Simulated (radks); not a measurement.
Rh4+, 41 electrons, occupied as [Kr] 4d5. Calculated with a radial shooting solver on a logarithmic mesh with Libxc functionals: non-relativistic Kohn-Sham, PBE, spin-polarised, spherical densities, point nucleus; open shells are filled with parallel spins first (spin-orbit coupling, left out, can overturn this in heavy ions); relativity is left out, which matters for an element this heavy.

Radial electron density D(r) = 4 pi r^2 rho(r):

```
   r/bohr * D(r) (the largest magnitude, 70.4, reaches the edge; | marks zero)
 0.001452 |*
  0.00165 |*
  0.00189 | *
 0.002148 | *
 0.002461 |  *
 0.002797 |   *
 0.003205 |    *
 0.003642 |     *
  0.00414 |      *
 0.004743 |        *
  0.00539 |          *
 0.006176 |             *
 0.007019 |               *
 0.008042 |                   *
  0.00914 |                      *
  0.01047 |                          *
   0.0119 |                              *
  0.01353 |                                 *
   0.0155 |                                     *
  0.01761 |                                        *
  0.02018 |                                          *
  0.02293 |                                           *
  0.02628 |                                           *
  0.02986 |                                          *
  0.03421 |                                        *
  0.03889 |                                      *
   0.0442 |                                     *
  0.05063 |                                     *
  0.05755 |                                       *
  0.06593 |                                          *
  0.07494 |                                               *
  0.08585 |                                                   *
  0.09758 |                                                      *
   0.1118 |                                                      *
   0.1271 |                                                   *
   0.1444 |                                              *
   0.1654 |                                        *
    0.188 |                                    *
   0.2154 |                                    *
   0.2448 |                                      *
   0.2805 |                                          *
   0.3188 |                                           *
   0.3653 |                                        *
   0.4151 |                                 *
   0.4718 |                        *
   0.5406 |                *
   0.6144 |            *
   0.7039 |          *
      0.8 |          *
   0.9166 |           *
    1.042 |          *
    1.193 |        *
    1.356 |      *
    1.542 |   *
    1.766 |  *
    2.007 |*
      2.3 |*
    2.614 *
    2.995 *
    3.404 *
      3.9 *
    4.432 *
```

D(r) has 4 maxima, at r = 0.0245, 0.105, 0.311, 0.917 bohr, and minima at 0.0475, 0.204, 0.721 bohr, inside which lie 2.04, 11.20, 29.11 electrons.
